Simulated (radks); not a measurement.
Ionisation of neutral bismuth, [Hg] 6p3, to [Hg] 6p2 as the strength of local exchange is varied. Method: Dirac Kohn-Sham, Slater X-alpha exchange (alpha = 2/3 is LDA exchange), no correlation, spin-unpolarised, spherical densities, finite nucleus; open shells fill j = l - 1/2 first; Fermi nuclear charge, rms radius 5.5211 fm; computed with a radial shooting solver on a logarithmic mesh with Libxc functionals.

alpha  E(Bi) (hartree)  exchange (hartree)  IE (eV)  -e of the level emptied (eV)  <r> of it (bohr)
0.667      -21554.9023           -378.3240    6.110                 2.942 (6p3/2)             3.343
0.737      -21594.6443           -418.8247    6.620                 3.377 (6p3/2)             3.248
0.771      -21613.9748           -438.5509    6.874                 3.597 (6p3/2)             3.205
0.781      -21619.6637           -444.3595    6.950                 3.663 (6p3/2)             3.192
0.813      -21637.8783           -462.9676    7.195                 3.876 (6p3/2)             3.154
0.925      -21701.7541           -528.3439    8.082                 4.659 (6p3/2)             3.031
0.94       -21710.3236           -537.1289    8.204                 4.768 (6p3/2)             3.015
1.027      -21760.0949           -588.2181    8.930                 5.419 (6p3/2)             2.931

NIST Atomic Spectra Database: 7.286 eV (measured). The Delta-SCF value meets it near alpha = 0.82. Spin polarisation and multiplet splitting are left out, so open shells lie too high by an amount that depends on their filling.

Beside tabulated values, note that spin-unpolarised runs miss the spin-polarisation part of the exchange energy of open shells.
